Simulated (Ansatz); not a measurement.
Complex (SMILES): [SiH4] (SiH4) with C(#N)C, atoms 1 to 5 the first; geometry from B3LYP-D3(BJ)/def2-TZVP, monomers rigid:
```xyz
11

Si    -0.2782    -0.3110     0.5434
H      0.3703     0.3249    -0.6277
H      0.4858    -0.0047     1.7685
H     -1.6621     0.2034     0.6592
H     -0.3267    -1.7748     0.3228
C     -3.3733    -2.6798     1.4880
C     -2.5202    -2.2119     2.5677
N     -1.8380    -1.8349     3.4125
H     -4.2233    -3.2313     1.8900
H     -3.7418    -1.8307     0.9118
H     -2.8079    -3.3342     0.8241
```

Basis-set convergence of the counterpoise-corrected interaction energy at HF with Ansatz (a first-principles code). Cartesian d functions, on some or all atoms, in 6-31G*, 6-31+G*, 6-311G**, 6-311+G**; all else is spherical. No added dispersion term, no relativity. Functions are those of the species that has most. Reference: the value in aug-pcseg-3, 0.60 kcal/mol. Deviations are taken from unrounded values.

```json
[
 {"basis": "6-31G*", "functions": "78", "counterpoise-corrected interaction energy (kcal/mol)": "0.75"},
 {"basis": "6-31+G*", "functions": "94", "counterpoise-corrected interaction energy (kcal/mol)": "0.75"},
 {"basis": "def2-SVP", "functions": "95", "counterpoise-corrected interaction energy (kcal/mol)": "0.71"},
 {"basis": "def2-SVPD", "functions": "140", "counterpoise-corrected interaction energy (kcal/mol)": "0.63"},
 {"basis": "pcseg-1", "functions": "95", "counterpoise-corrected interaction energy (kcal/mol)": "0.71"},
 {"basis": "aug-pcseg-1", "functions": "159", "counterpoise-corrected interaction energy (kcal/mol)": "0.65"},
 {"basis": "cc-pV(D+d)Z", "functions": "100", "counterpoise-corrected interaction energy (kcal/mol)": "0.68"},
 {"basis": "aug-cc-pV(D+d)Z", "functions": "164", "counterpoise-corrected interaction energy (kcal/mol)": "0.63"},
 {"basis": "6-311G**", "functions": "123", "counterpoise-corrected interaction energy (kcal/mol)": "0.70"},
 {"basis": "6-311+G**", "functions": "139", "counterpoise-corrected interaction energy (kcal/mol)": "0.70"},
 {"basis": "def2-TZVP", "functions": "172", "counterpoise-corrected interaction energy (kcal/mol)": "0.65"},
 {"basis": "def2-TZVPD", "functions": "217", "counterpoise-corrected interaction energy (kcal/mol)": "0.62"},
 {"basis": "pcseg-2", "functions": "222", "counterpoise-corrected interaction energy (kcal/mol)": "0.70"},
 {"basis": "aug-pcseg-2", "functions": "349", "counterpoise-corrected interaction energy (kcal/mol)": "0.62"},
 {"basis": "cc-pV(T+d)Z", "functions": "227", "counterpoise-corrected interaction energy (kcal/mol)": "0.64"},
 {"basis": "aug-cc-pV(T+d)Z", "functions": "354", "counterpoise-corrected interaction energy (kcal/mol)": "0.61"},
 {"basis": "def2-TZVPP", "functions": "233", "counterpoise-corrected interaction energy (kcal/mol)": "0.64"},
 {"basis": "def2-TZVPPD", "functions": "278", "counterpoise-corrected interaction energy (kcal/mol)": "0.62"},
 {"basis": "cc-pV(Q+d)Z", "functions": "439", "counterpoise-corrected interaction energy (kcal/mol)": "0.61"},
 {"basis": "aug-cc-pV(Q+d)Z", "functions": "651", "counterpoise-corrected interaction energy (kcal/mol)": "0.60"},
 {"basis": "def2-QZVPP", "functions": "451", "counterpoise-corrected interaction energy (kcal/mol)": "0.61"},
 {"basis": "def2-QZVPPD", "functions": "496", "counterpoise-corrected interaction energy (kcal/mol)": "0.60"},
 {"basis": "pcseg-3", "functions": "475", "counterpoise-corrected interaction energy (kcal/mol)": "0.61"},
 {"basis": "aug-pcseg-3", "functions": "687", "counterpoise-corrected interaction energy (kcal/mol)": "0.60"}
]
```

What the diffuse functions change, pair by pair:
- 6-31G* to 6-31+G*: 16 more functions, deviation 0.15 to 0.15 kcal/mol
- def2-SVP to def2-SVPD: 45 more functions, deviation 0.11 to 0.03 kcal/mol
- pcseg-1 to aug-pcseg-1: 64 more functions, deviation 0.11 to 0.05 kcal/mol
- cc-pV(D+d)Z to aug-cc-pV(D+d)Z: 64 more functions, deviation 0.08 to 0.03 kcal/mol
- 6-311G** to 6-311+G**: 16 more functions, deviation 0.10 to 0.10 kcal/mol
- def2-TZVP to def2-TZVPD: 45 more functions, deviation 0.05 to 0.02 kcal/mol
- pcseg-2 to aug-pcseg-2: 127 more functions, deviation 0.09 to 0.02 kcal/mol
- cc-pV(T+d)Z to aug-cc-pV(T+d)Z: 127 more functions, deviation 0.04 to 0.01 kcal/mol
- def2-TZVPP to def2-TZVPPD: 45 more functions, deviation 0.04 to 0.02 kcal/mol
- cc-pV(Q+d)Z to aug-cc-pV(Q+d)Z: 212 more functions, deviation 0.01 to 0.00 kcal/mol
- def2-QZVPP to def2-QZVPPD: 45 more functions, deviation 0.01 to 0.00 kcal/mol
- pcseg-3 to aug-pcseg-3: 212 more functions, deviation 0.01 to 0.00 kcal/mol

Leaving out the reference's own pair, they bring the value nearer the reference by more than 0.01 kcal/mol in 7 of 11 pairs.
